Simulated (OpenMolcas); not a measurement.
## Worked example: vertical ionisation energy of SeO2 (selenium dioxide)

SeO2: 3 atoms, total charge 0, spin state singlet. As SMILES, `O=[Se]=O`. The shape is that of a PBE0-D4/def2-TZVP optimisation.

```xyz
3

O     0.4500   -1.2914    0.0948
Se   -0.5159   -0.0677   -0.2613
O     0.0659    1.3591    0.1664
```

Both states at this one shape; open shells run unrestricted unless said. 1 Eh = 27.2114 eV.

```
                             level     program  singlet SeO2 (Eh)  doublet [SeO2]+ (Eh)  HOMO of the first (eV)
                  SVWN5/def2-TZVPP  OpenMolcas       -2547.562026          -2547.128788                   -7.80
                    PBE/def2-TZVPP  OpenMolcas       -2551.512441          -2551.090869                   -7.57
   TM/ANO-R3 (sfX2C, RICD fitting)  OpenMolcas       -2579.863176          -2579.446449                   -7.62
B3LYP/6-31G* (spherical functions)  OpenMolcas       -2551.643529          -2551.216175                   -8.61
```

Question: Work out the vertical ionisation energy at each level.

Answer: 
1. SVWN5/def2-TZVPP: -2547.128788 − (-2547.562026) = 0.433238 Eh = 11.79 eV; −ε(HOMO) = 7.80 eV.
2. PBE/def2-TZVPP: -2551.090869 − (-2551.512441) = 0.421572 Eh = 11.47 eV; −ε(HOMO) = 7.57 eV.
3. TM/ANO-R3 (sfX2C, RICD fitting): -2579.446449 − (-2579.863176) = 0.416727 Eh = 11.34 eV; −ε(HOMO) = 7.62 eV.
4. B3LYP/6-31G* (spherical functions): -2551.216175 − (-2551.643529) = 0.427354 Eh = 11.63 eV; −ε(HOMO) = 8.61 eV.

No measured value is set beside it here; the levels span 11.34 to 11.79 eV. In semi-local functionals −ε(HOMO) lies far under the ionisation energy, a result of self-interaction, while the difference of totals does much better. All-electron rows are non-relativistic unless named.
